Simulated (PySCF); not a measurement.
## Basis-set dependence of excited states

Species: CH₉ClSi₃.
SMILES with atom numbers: `[CH3:1][SiH2:2][Si@H:3]([SiH3:4])[Cl:5]` (hydrogens: H6, H7, H8 on C1; H9, H10 on Si2; H11 on Si3; H12, H13, H14 on Si4)

TDDFT with PBE0 (PySCF), vertical singlets, core orbitals frozen in the response, spherical d and f functions. The structure is a single PBE0-D3(BJ)/def2-SVP conformer in the gas phase; no vibrational or solvent corrections.

```tsv
basis	functions	diffuse	S1 (eV)	S2 (eV)	S3 (eV)	S4 (eV)	S5 (eV)	LUMO (eV)	α (au)
6-31G*	104	no	5.56	6.26	6.75	7.10	7.33	-0.74	95.9
6-31+G*	124	yes	5.46	6.17	6.49	6.75	6.89	-0.98	106.0
def2-SVP	131	no	5.61	6.28	6.56	7.17	7.29	-0.69	100.9
def2-SVPD	191	yes	5.47	6.19	6.39	6.78	6.88	-0.92	116.4
aug-cc-pVDZ	212	yes	5.44	6.16	6.33	6.62	6.69	-0.94	118.1
def2-TZVP	233	no	5.43	6.18	6.34	6.78	6.91	-0.89	111.2
def2-TZVPD	293	yes	5.36	6.11	6.24	6.61	6.70	-1.00	117.8
```

Task: Compare the sets with the largest diffuse one.

Result: States are compared by their number. Against the largest diffuse basis here (def2-TZVPD, itself not a converged limit), sets without diffuse functions differ by up to 0.25 eV in S1 and 0.63 eV in S5; the smaller diffuse sets differ by up to 0.11 and 0.19 eV. State by state, the largest deviation of a set without diffuse functions is S1 0.25, S2 0.18, S3 0.52, S4 0.56, S5 0.63 eV. The same number needn't mean the same state in each row. Against def2-TZVPD the polarisability deviates by -19% in 6-31G*, -10% in 6-31+G*, -14% in def2-SVP, -1% in def2-SVPD, 0% in aug-cc-pVDZ, -6% in def2-TZVP. A single + in a Pople set puts diffuse functions on heavy atoms only.
